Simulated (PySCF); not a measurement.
Question: What does the PBE0-D3(BJ)/def2-SVP structure of `[H]/[C]=C/B(F)F` [radical] look like in three dimensions? (Doublet state.)

Answer: 
Z-matrix in Å and degrees, rows numbered from 1:
```
C 
C   1  1.3179
B   2  1.5531  1  122.38
F   3  1.3186  2  122.64  1     3.25
F   3  1.3202  2  120.32  1  -176.69
H   1  1.0919  2  138.47  3   179.32
H   2  1.1047  1  119.48  3  -179.41
```

B3 (boron bonded to C and 2 F) is planar (angles 122.6°, 120.3° and 117.0°, sum 360.0°, 0.00 Å off the plane of its three neighbours). C2 (carbon bonded to B, C and H) is planar (angles 122.4°, 119.5° and 118.1°, sum 360.0°, 0.00 Å off the plane of its three neighbours). The 5 heavy atoms lie in one plane (0.016 Å rms). C1 (carbon bonded to C and H) is bent (angle 138.5°).

Computed with PBE0-D3(BJ)/def2-SVP geometry optimisation, gas phase in PySCF 2.14.0.

Stationary, but not proved a minimum. ⟨S²⟩ = 0.767 (exact for a doublet: 0.75).

On x86-64 server, one thread, shared host, this took 33 s of wall time. These figures are those of the optimisation.
